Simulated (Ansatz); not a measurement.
Problem. Name a neutral molecule of Al, C, Cl, N, S and H with HOMO energy (B3LYP/def2-TZVPP) between -7.25 and -6.95 eV and HOMO energy (ωB97M-V/def2-TZVPP) between -9.70 and -9.40 eV (Ansatz, PBE0-D4/def2-TZVP geometry).

Solution. `N=[CH][Al]([SH])[Cl]` (-7.04 eV, -9.51 eV). Other molecules can fit too; these were computed, each in one conformer that needn't be the lowest.

B3LYP here is the variant with VWN-RPA as its local correlation; programs differ in this.
